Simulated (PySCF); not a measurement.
# NMR data sheet: C₅H₈F₃NSi

```
Formula                               : C5H8F3NSi
SMILES                                : C#C[C@H](N(C)[SiH3])C(F)(F)F
InChI                                 : InChI=1S/C5H8F3NSi/c1-3-4(9(2)10)5(6,7)8/h1,4H,2,10H3/t4-/m0/s1
Point group of the computed structure : C1
Degrees of unsaturation               : 2
Carbon signals                        : 5
Proton signals                        : 4
```

Bonds (- single, = double, # triple, : aromatic): C1#C2, C2-C3, C3-N4, N4-C5, N4-Si6, C3-C7, C7-F8, C7-F9, C7-F10. C1 carries H11; C3 carries H12; C5 carries H13, H14, H15; Si6 carries H16, H17, H18. Stereochemistry as in C#C[C@H](N(C)[SiH3])C(F)(F)F.

Averaged over atoms made equivalent by symmetry, fast rotation or ring inversion, non-relativistic Hamiltonian, single conformer, in vacuum. σ from GIAO-PBE0/pcSseg-1; coordinates at the GFN2-xTB level; PySCF 2.14.0 with density-fitted response routines.

Chemical shifts δ = σref − σ; ¹H (σref 31.72) and ¹³C (σref 186.93) and ²⁹Si (σref 349.16) against TMS; CFCl3 for ¹⁹F (σref 170.95); ¹⁵N (σref 267.73) against NH3, all at this level.

| carbon | δC, type | δH (multiplicity) | HMBC from (2–3 bonds) | span of the C tensor (ppm) |
| --- | --- | --- | --- | --- |
| C1 | 84.2, CH | 1.96 (d) | H12 | 221 |
| C2 | 80.7, C | – | H12, H11 | 287 |
| C3 | 59.0, CH | 4.22 (m) | H16/H17/H18, H13/H14/H15, H11 | 40 |
| C5 | 34.0, CH3 | 2.83 (s) | H16/H17/H18, H12 | 52 |
| C7 | 135.2, C | – | H12 | 9 |

Other nuclei:
```tsv
atoms	nucleus	environment	δ (ppm)	σ (ppm)
H16/H17/H18	¹H	hydrogen on a silicon bonded to N	4.72	27.00
F8/F9/F10	¹⁹F	fluorine of a CF3 group	-82.1	253.1
Si6	²⁹Si	silicon bonded to N, 3 H	-38.3	387.5
N4	¹⁵N	nitrogen bonded to 2 C, Si	21.9	245.9
```

- Carbon types of the structure: 2 × C, 2 × CH, 1 × CH3, leaving 3 H on heteroatoms.
- δC 135.2: CF3 carbon; 3 electronegative neighbours deshield it.
- δC 84.2: terminal alkyne carbon; sp carbons lie upfield of alkene carbons because the cylindrical π system leaves one tensor component strongly shielded.
- δC 80.7: alkyne carbon; the triple bond shields along its axis, which puts it between sp3 and sp2 carbons.
- δH 2.83: hydrogen on a methyl carbon bonded to N; its carbon carries N, which withdraws density.
- δH 1.96: hydrogen on a terminal alkyne carbon; it lies on the axis of the triple bond, in its shielding cone.

Splittings by ¹⁹F in the carbon and heteronuclear signals aren't shown, as no couplings were computed. Shifts are as computed. Against solution values, carbons near 30 ppm lie about +3 ppm off and those near 130 ppm about +5 ppm. Of 1211 compounds with measured shifts, 218 miss one by over three times the rms of a fit or turn the order of signals round; such compounds aren't used in these exercises. Unscaled 19F shifts against computed CFCl3 carry errors that often reach 10 to 50 ppm. Experimental scales use liquid or dissolved standards, which lie at an offset from isolated NH3 (liquid NH3: subtract about 20 ppm). Multiplicities follow the n + 1 count of equivalent neighbours, as no J values were calculated; m marks all less simple cases, F and P coupling included.
